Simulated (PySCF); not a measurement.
PySCF input file for C4H3N2, SMILES [c]1cnccn1, multiplicity 2, TDA-B3LYP/def2-SVPD. The structure is a stationary point at r2SCAN-D4/def2-SVP. The isomer is the one that the SMILES or the coordinates give; other isomers of the formula were not compared.

```python
import numpy as np
from pyscf import gto, scf, dft, tdscf

mol = gto.M(
    atom='''
    C     1.31218442    0.38745379    0.00000000
    N     1.09573903   -0.88381357    0.00000000
    C    -0.17607784   -1.31568390    0.00000000
    C    -1.21254407   -0.37642227    0.00000000
    N    -0.97692197    0.93910599    0.00000000
    C     0.29419055    1.35104212    0.00000000
    H    -0.36464572   -2.39539493    0.00000000
    H    -2.26087764   -0.69892532    0.00000000
    H     0.48728556    2.42893487    0.00000000
    ''',
    basis='def2-SVPD',
    charge=0,
    spin=1,
    max_memory=1600,
    verbose=4,
)
mf = dft.UKS(mol, xc='b3lyp').density_fit(auxbasis='def2-universal-jkfit')
mf.grids.level = 3
mf.conv_tol = 1e-9
mf.max_cycle = 100
mf.kernel()
fine, coarse = mf.grids, dft.Grids(mol).set(level=1).build(with_non0tab=True)
for _ in range(3):  # follow internal instabilities
    mf.grids = coarse
    mo, _, stable, _ = mf.stability(return_status=True, nroots=4)
    mf.grids = fine
    if stable:
        break
    mf.kernel(mf.make_rdm1(mo, mf.mo_occ))
mf.grids = dft.Grids(mol).set(level=1).build(with_non0tab=True)  # coarser grid for the response kernel
td = tdscf.TDA(mf)
td.nstates = 10
td.conv_tol = 1e-4
td.positive_eig_threshold = 1e-6
td.kernel(x0=td.get_init_guess(mf, 15))
td.analyze()
```

It prints:

```
PySCF version 2.14.0

[INPUT] verbose = 4
[INPUT] num. atoms = 9
[INPUT] num. electrons = 41
[INPUT] charge = 0
[INPUT] spin (= nelec alpha-beta = 2S) = 1
[INPUT] symmetry False subgroup None
[INPUT] Mole.unit = angstrom
[INPUT] Symbol           X                Y                Z      unit          X                Y                Z       unit  Magmom
[INPUT]  1 C      1.312184420000   0.387453790000   0.000000000000 AA    2.479669178721   0.732181549025   0.000000000000 Bohr   0.0
[INPUT]  2 N      1.095739030000  -0.883813570000   0.000000000000 AA    2.070646670697  -1.670165592474   0.000000000000 Bohr   0.0
[INPUT]  3 C     -0.176077840000  -1.315683900000   0.000000000000 AA   -0.332738894205  -2.486282237500   0.000000000000 Bohr   0.0
[INPUT]  4 C     -1.212544070000  -0.376422270000   0.000000000000 AA   -2.291376206265  -0.711334997487   0.000000000000 Bohr   0.0
[INPUT]  5 N     -0.976921970000   0.939105990000   0.000000000000 AA   -1.846114968371   1.774653123039   0.000000000000 Bohr   0.0
[INPUT]  6 C      0.294190550000   1.351042120000   0.000000000000 AA    0.555939567935   2.553099589552   0.000000000000 Bohr   0.0
[INPUT]  7 H     -0.364645720000  -2.395394930000   0.000000000000 AA   -0.689080543295  -4.526640377872   0.000000000000 Bohr   0.0
[INPUT]  8 H     -2.260877640000  -0.698925320000   0.000000000000 AA   -4.272439540753  -1.320777436324   0.000000000000 Bohr   0.0
[INPUT]  9 H      0.487285560000   2.428934870000   0.000000000000 AA    0.920836252855   4.590021678706   0.000000000000 Bohr   0.0

nuclear repulsion = 199.664104018133
number of shells = 60
number of NR pGTOs = 210
number of NR cGTOs = 144
basis = def2-SVPD
ecp = {}


******** <class 'pyscf.df.df_jk.DFUKS'> ********
method = DFUKS
initial guess = minao
damping factor = 0
level_shift factor = 0
DIIS = <class 'pyscf.scf.diis.CDIIS'>
diis_start_cycle = 1
diis_space = 8
diis_damp = 0
SCF conv_tol = 1e-09
SCF conv_tol_grad = None
SCF max_cycles = 100
direct_scf = False
number electrons alpha = 21  beta = 20
XC library pyscf.dft.libxc version 7.1.2
    S. Lehtola, C. Steigemann, M. J. T. Oliveira, and M. A. L. Marques,  SoftwareX 7, 1–5 (2018)
XC functionals = b3lyp
    P. J. Stephens, F. J. Devlin, C. F. Chabalowski, and M. J. Frisch,  J. Phys. Chem. 98, 11623 (1994)
radial grids:
    Treutler-Ahlrichs [JCP 102, 346 (1995); DOI:10.1063/1.469408] (M4) radial grids

becke partition: Becke, JCP 88, 2547 (1988); DOI:10.1063/1.454033
pruning grids: <function nwchem_prune>
grids dens level: 3
symmetrized grids: False
atomic radii adjust function: <function treutler_atomic_radii_adjust>
small_rho_cutoff = 0
Set gradient conv threshold to 3.16228e-05
tot grids = 113704
******** <class 'pyscf.df.df.DF'> ********
auxbasis = def2-universal-jkfit
init E= -264.422472398872
  alpha nocc = 21  HOMO = -0.192194574140689  LUMO = -0.120383928834181
  beta  nocc = 20  HOMO = -0.287889970899491  LUMO = -0.192194574140689

WARN: HOMO -0.192194574140689 >= LUMO -0.192194574140689

cycle= 1 E= -263.444589443069  delta_E= 0.978  |g|= 0.152  |ddm|= 4.27
  alpha nocc = 21  HOMO = -0.20780592616926  LUMO = -0.0595607220595555
  beta  nocc = 20  HOMO = -0.268269597687285  LUMO = -0.0935188724885205
  HOMO = -0.207805926169  LUMO = -0.0935188724885  gap/eV = 3.10991
cycle= 2 E= -263.444561741623  delta_E= 2.77e-05  |g|= 0.184  |ddm|= 1.12
  alpha nocc = 21  HOMO = -0.226667918880314  LUMO = -0.0749028172891286
  beta  nocc = 20  HOMO = -0.289662862780907  LUMO = -0.103171814801659
  HOMO = -0.22666791888  LUMO = -0.103171814802  gap/eV = 3.36050
cycle= 3 E= -263.458677498174  delta_E= -0.0141  |g|= 0.0545  |ddm|= 0.712
  alpha nocc = 21  HOMO = -0.235311226669264  LUMO = -0.0751631338718148
  beta  nocc = 20  HOMO = -0.294080683365305  LUMO = -0.107890316708847
  HOMO = -0.235311226669  LUMO = -0.107890316709  gap/eV = 3.46730
cycle= 4 E= -263.459918831191  delta_E= -0.00124  |g|= 0.018  |ddm|= 0.131
  alpha nocc = 21  HOMO = -0.232062247720628  LUMO = -0.0740226290083772
  beta  nocc = 20  HOMO = -0.292696781149271  LUMO = -0.101360807582694
  HOMO = -0.232062247721  LUMO = -0.101360807583  gap/eV = 3.55657
cycle= 5 E= -263.460061453395  delta_E= -0.000143  |g|= 0.014  |ddm|= 0.0579
  alpha nocc = 21  HOMO = -0.233050977816615  LUMO = -0.0734644491668237
  beta  nocc = 20  HOMO = -0.292075303964768  LUMO = -0.101502449666881
  HOMO = -0.233050977817  LUMO = -0.101502449667  gap/eV = 3.57962
cycle= 6 E= -263.460182438189  delta_E= -0.000121  |g|= 0.00322  |ddm|= 0.0322
  alpha nocc = 21  HOMO = -0.233467500661961  LUMO = -0.0736186410496065
  beta  nocc = 20  HOMO = -0.292417683552285  LUMO = -0.101452843819449
  HOMO = -0.233467500662  LUMO = -0.101452843819  gap/eV = 3.59230
cycle= 7 E= -263.460192640182  delta_E= -1.02e-05  |g|= 0.00187  |ddm|= 0.0119
  alpha nocc = 21  HOMO = -0.233502926363176  LUMO = -0.0736416160234215
  beta  nocc = 20  HOMO = -0.292403480215774  LUMO = -0.101206309445014
  HOMO = -0.233502926363  LUMO = -0.101206309445  gap/eV = 3.59997
cycle= 8 E= -263.46019767581  delta_E= -5.04e-06  |g|= 0.000843  |ddm|= 0.00774
  alpha nocc = 21  HOMO = -0.233426439026009  LUMO = -0.0735279125667834
  beta  nocc = 20  HOMO = -0.29227735983498  LUMO = -0.101098355682337
  HOMO = -0.233426439026  LUMO = -0.101098355682  gap/eV = 3.60083
cycle= 9 E= -263.460198721506  delta_E= -1.05e-06  |g|= 0.000543  |ddm|= 0.00411
  alpha nocc = 21  HOMO = -0.233441030612628  LUMO = -0.0735409363450126
  beta  nocc = 20  HOMO = -0.292292002020799  LUMO = -0.101116299609963
  HOMO = -0.233441030613  LUMO = -0.10111629961  gap/eV = 3.60074
cycle= 10 E= -263.460199160851  delta_E= -4.39e-07  |g|= 0.000451  |ddm|= 0.00188
  alpha nocc = 21  HOMO = -0.233450719833604  LUMO = -0.0735700504861545
  beta  nocc = 20  HOMO = -0.292326673211408  LUMO = -0.101116408053272
  HOMO = -0.233450719834  LUMO = -0.101116408053  gap/eV = 3.60100
cycle= 11 E= -263.460199392419  delta_E= -2.32e-07  |g|= 0.000185  |ddm|= 0.00153
  alpha nocc = 21  HOMO = -0.2334541005805  LUMO = -0.0735700504993044
  beta  nocc = 20  HOMO = -0.292324405097896  LUMO = -0.101131941815815
  HOMO = -0.233454100581  LUMO = -0.101131941816  gap/eV = 3.60067
cycle= 12 E= -263.460199486942  delta_E= -9.45e-08  |g|= 7.29e-05  |ddm|= 0.00105
  alpha nocc = 21  HOMO = -0.233447099120877  LUMO = -0.0735599137414962
  beta  nocc = 20  HOMO = -0.29232394279078  LUMO = -0.101119252039372
  HOMO = -0.233447099121  LUMO = -0.101119252039  gap/eV = 3.60082
cycle= 13 E= -263.46019949416  delta_E= -7.22e-09  |g|= 5.36e-05  |ddm|= 0.000334
  alpha nocc = 21  HOMO = -0.233448263250346  LUMO = -0.0735612572846307
  beta  nocc = 20  HOMO = -0.292324801249207  LUMO = -0.101120226943197
  HOMO = -0.23344826325  LUMO = -0.101120226943  gap/eV = 3.60083
cycle= 14 E= -263.460199496716  delta_E= -2.56e-09  |g|= 1.32e-05  |ddm|= 0.000219
  alpha nocc = 21  HOMO = -0.233452101238443  LUMO = -0.073561530237594
  beta  nocc = 20  HOMO = -0.292326311281876  LUMO = -0.101122951136754
  HOMO = -0.233452101238  LUMO = -0.101122951137  gap/eV = 3.60086
cycle= 15 E= -263.460199496829  delta_E= -1.13e-10  |g|= 1.31e-05  |ddm|= 7.74e-05
  alpha nocc = 21  HOMO = -0.233448268680119  LUMO = -0.0735601054211665
  beta  nocc = 20  HOMO = -0.292326130973494  LUMO = -0.101117333909315
  HOMO = -0.23344826868  LUMO = -0.101117333909  gap/eV = 3.60091
Extra cycle  E= -263.460199496567  delta_E= 2.62e-10  |g|= 2.56e-05  |ddm|= 6.58e-05
converged SCF energy = -263.460199496567  <S^2> = 0.75586111  2S+1 = 2.0058525
tot grids = 38376
uhf_internal: lowest eigs of H = [0.18402004 0.19372852 0.22707621 0.25751172]
<class 'pyscf.df.df_jk.DFUKS'> wavefunction is stable in the internal stability analysis
tot grids = 38376
Overwritten attributes  positive_eig_threshold  of <class 'pyscf.tdscf.uks.TDA'>


******** <class 'pyscf.tdscf.uks.TDA'> for <class 'pyscf.df.df_jk.DFUKS'> ********
nstates = 10
deg_eia_thresh = 1.000e-03
wfnsym = None
conv_tol = 0.0001
eigh lindep = 1e-12
eigh level_shift = 0
eigh max_cycle = 100


Excitation energies (eV)
[2.66257651 3.42476491 3.76126104 3.96821377 4.0231276  4.20081346
 4.52866618 4.77481946 4.87580578 5.251303  ]

** Excitation energies and oscillator strengths **
Excited State   1:      2.66258 eV    465.65 nm  f=0.0018
      21a ->   22a      0.98386
      19b ->   22b     -0.10651
Excited State   2:      3.42476 eV    362.02 nm  f=0.0003
      21a ->   23a     -0.79627
      20b ->   21b     -0.57860
Excited State   3:      3.76126 eV    329.63 nm  f=0.0032
      21a ->   23a      0.59133
      20b ->   21b     -0.79557
Excited State   4:      3.96821 eV    312.44 nm  f=0.0186
      20a ->   23a      0.20694
      18b ->   21b     -0.20107
      19b ->   21b     -0.92646
      20b ->   22b      0.14754
Excited State   5:      4.02313 eV    308.18 nm  f=0.0003
      17a ->   22a      0.10400
      20a ->   22a      0.65609
      20a ->   23a     -0.20315
      17b ->   22b      0.11245
      20b ->   22b     -0.67776
      20b ->   23b      0.16693
Excited State   6:      4.20081 eV    295.14 nm  f=0.0019
      19a ->   22a      0.38095
      21a ->   22a     -0.11810
      18b ->   22b      0.15992
      19b ->   22b     -0.87719
      19b ->   23b     -0.10913
Excited State   7:      4.52867 eV    273.78 nm  f=0.0012
      17a ->   22a      0.24908
      20a ->   22a     -0.24139
      20a ->   23a     -0.58701
      17b ->   22b      0.19040
      19b ->   21b     -0.16323
      20b ->   22b      0.19687
      20b ->   23b      0.63059
Excited State   8:      4.77482 eV    259.66 nm  f=0.0103
      17a ->   22a      0.19693
      20a ->   23a      0.14564
      17b ->   22b     -0.12088
      18b ->   21b      0.91466
      19b ->   21b     -0.20758
      20b ->   22b     -0.11328
Excited State   9:      4.87581 eV    254.28 nm  f=0.0009
      18a ->   22a      0.27120
      19a ->   22a     -0.59337
      21a ->   29a      0.10791
      17b ->   21b     -0.13728
      18b ->   22b     -0.57840
      19b ->   22b     -0.41656
      19b ->   23b      0.12153
Excited State  10:      5.25130 eV    236.10 nm  f=0.0007
      18a ->   22a     -0.28353
      19a ->   22a     -0.58101
      17b ->   21b      0.25603
      18b ->   22b      0.57981
      19b ->   22b     -0.17338
      19b ->   23b      0.33512

** Transition electric dipole moments (AU) **
state          X           Y           Z        Dip. S.      Osc.
  1        -0.0000      0.0000     -0.1684      0.0284      0.0018
  2        -0.0000      0.0000      0.0598      0.0036      0.0003
  3         0.0000      0.0000     -0.1854      0.0344      0.0032
  4         0.4064      0.1622     -0.0000      0.1914      0.0186
  5         0.0411      0.0374      0.0000      0.0031      0.0003
  6         0.0000      0.0000      0.1359      0.0185      0.0019
  7         0.1024     -0.0174     -0.0000      0.0108      0.0012
  8         0.2270     -0.1916     -0.0000      0.0882      0.0103
  9         0.0000     -0.0000      0.0864      0.0075      0.0009
 10         0.0000      0.0000      0.0733      0.0054      0.0007

** Transition velocity dipole moments (imaginary part, AU) **
state          X           Y           Z        Dip. S.      Osc.
  1        -0.0000      0.0000      0.0228      0.0005      0.0036
  2         0.0000      0.0000     -0.0131      0.0002      0.0009
  3         0.0000     -0.0000      0.0019      0.0000      0.0000
  4        -0.0036     -0.0204      0.0000      0.0004      0.0020
  5        -0.0001     -0.0052      0.0000      0.0000      0.0001
  6         0.0000     -0.0000     -0.0120      0.0001      0.0006
  7        -0.0121     -0.0033      0.0000      0.0002      0.0006
  8        -0.0267      0.0152      0.0000      0.0009      0.0036
  9        -0.0000      0.0000     -0.0090      0.0001      0.0003
 10        -0.0000     -0.0000     -0.0036      0.0000      0.0000

** Transition magnetic dipole moments (imaginary part, AU) **
state          X           Y           Z
  1         0.0110     -0.2207      0.0000
  2        -0.1177      0.3814     -0.0000
  3        -0.0476      0.1017      0.0000
  4         0.0000      0.0000      0.4285
  5        -0.0000     -0.0000      0.1041
  6        -0.0613     -0.0865      0.0000
  7         0.0000      0.0000      0.0918
  8         0.0000      0.0000      0.2641
  9        -0.0966     -0.2617      0.0000
 10        -0.2798     -0.4339     -0.0000
```

The run converged.
